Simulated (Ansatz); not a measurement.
Input file for Ansatz (a first-principles code): R-CCSD(T)/cc-pV(D+d)Z on HCl (SMILES Cl). The basis file is the Basis Set Exchange's JSON of that set.

Ansatz 0.2 input:
```yaml
crystal:
  periodic: [false, false, false]
  atoms:
    - {symbol: Cl, position_ang: [-0.00000000, -0.00000000, 0.64100645]}
    - {symbol: H, position_ang: [0.00000000, 0.00000000, -0.64100645]}
basis:
  gaussian:
    orbitals: cc-pV_D+d_Z.json
magnetization: {spin_polarized: false}
correlation: {method: ccsd_t, electrons: outside_noble_gas}
scf: {lower_state_search: off}
```

Task: Give the final energy of this run.

Result: -460.2614 hartree (reference determinant -460.0915, T1 diagnostic 0.005).
